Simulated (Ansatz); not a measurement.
AlCl2I (AlICl₂), relaxed as a singlet with RKS PBE0-D4/def2-SVP in Ansatz, starting from the GFN2-xTB geometry. Force threshold 0.02 eV/Å.

In the def2 sets I takes a core potential; there is no spin–orbit coupling.

Start:

Cartesian coordinates in Å:
```
Al -0.1002 -0.0903 -0.0724
Cl -0.0693 -0.1369 -2.0910
Cl -1.3671 -1.1860 1.0570
I 1.5366 1.4131 1.1065
```

(1) Estimate the energy that the relaxation releases and the steps that it takes.

(2) Does the start keep its bonding and symmetry?

(3) Predict the relaxed structure.

Results:

(1) 2.6 kcal/mol, in 4 steps; 6 s on 4 threads of Arm Neoverse V1 on a shared host. No frequencies were taken in this run, so the end may be a saddle point.

(2) By distances, no bond broke or formed. The bond that changes most is Al1–I4, from 2.52 to 2.44 Å (atoms count from 1). Point group C2v at the start, C2v at the end, both within 0.05 Å.

(3) 
```xyz
4

Al   -0.052   -0.048   -0.037
Cl   -0.088   -0.154   -2.118
Cl   -1.395   -1.211    1.051
I     1.535    1.412    1.104
```
Bond lengths: 2 × Al–Cl 2.08 Å; 1 × Al–I 2.44 Å.
